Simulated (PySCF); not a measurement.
These 2 structures share the formula C3H7ClO2S. Method used: PySCF 2.14.0, PBE0-D3(BJ)/def2-TZVP geometry optimisation, gas phase. Energies are electronic, without zero-point or thermal terms, for one conformer each. No frequencies were run at this level. Point groups hold within 0.08 Å.

Question: Rank from lowest to highest electronic energy at this level (kcal/mol).
A. `[CH3:1][CH2:2][CH2:3][S:4](=[O:5])(=[O:6])[Cl:7]` with C1–C2–C3–S4 77°, C2–C3–S4–O5 177°
B. `[CH3:1][CH:2]([CH3:3])[S:4](=[O:5])(=[O:6])[Cl:7]` with C1–C2–S4–O5 177°

Answer: B (0.0), A (2.9).

```
          SMILES       E (Eh)  E rel (kcal/mol)  dipole (D)  point group     A, B, C (MHz)
CC(C)S(=O)(=O)Cl  -1126.93350               0.0        4.22           Cs  2172, 1659, 1538
  CCCS(=O)(=O)Cl  -1126.92887               2.9        4.07           C1  2622, 1387, 1188
```

How do the relative energies change in single points at B97-2/pcSseg-2 (no added dispersion term) on the same geometries?

```
          SMILES  PBE0-D3(BJ)/def2-TZVP (kcal/mol)  B97-2/pcSseg-2 (kcal/mol)  shift
CC(C)S(=O)(=O)Cl                               0.0                        0.0    0.0
  CCCS(=O)(=O)Cl                               2.9                        2.1   -0.8
```

Each column counts from its own lowest isomer. The order is unchanged; the largest shift is 0.8 kcal/mol.

As an exercise, what shares would exp(−E/RT) give at 2000 K from these electronic energies alone (no entropy, no degeneracies)?

RT = 3.974 kcal/mol: CC(C)S(=O)(=O)Cl 67.5 %, CCCS(=O)(=O)Cl 32.5 %.
